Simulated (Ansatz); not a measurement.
**A ladder of methods for InH3 (SMILES [InH3])**

InH3: 4 atoms, total charge 0, spin state singlet. As SMILES, `[InH3]`. Geometry: optimised at B3LYP/def2-SVP.

```xyz
4

In    0.0139   -0.0151   -0.0051
H     0.4191    1.5296    0.6843
H    -1.1055   -0.1081   -1.3331
H     0.7281   -1.4668    0.6336
```

Each level gives the adiabatic ionisation energy (to the doublet cation, shapes relaxed at B3LYP/def2-SVP, no zero-point term) (eV). The values are calculated.

```tsv
level	kind	program	value (eV)	less CCSD(T)/def2-TZVPP
HF/def2-TZVPP (core potential)	Hartree–Fock	Ansatz	8.60	-1.06
SVWN5/def2-TZVPP (core potential)	LDA	Ansatz	9.73	+0.07
BLYP/def2-TZVPP (core potential)	GGA	Ansatz	9.43	-0.23
PBE/def2-TZVPP (core potential)	GGA	Ansatz	9.45	-0.21
r2SCAN/def2-TZVPP (core potential)	meta-GGA	Ansatz	9.54	-0.12
B3LYP/def2-TZVPP (core potential)	global hybrid	Ansatz	9.67	+0.01
PBE0-D4/def2-TZVPP (core potential)	global hybrid	Ansatz	9.54	-0.12
CAM-B3LYP/def2-TZVPP (core potential)	range-separated hybrid	Ansatz	9.74	+0.08
RPA@PBE/def2-TZVPP (core potential)	RPA	Ansatz	9.91	+0.25
CCSD(T)/def2-TZVPP (core potential)	coupled cluster or CI	Ansatz	9.66	0.00
```

CCSD(T)/def2-TZVPP (core potential) is the highest level here, not the true value. Spin-orbit coupling, which can split open shells on such heavy atoms by tenths of an eV, is left out. The values span 8.60 to 9.91 eV. In the correlated wave-function rows the outer d shell of In is correlated, in sets not made for it.
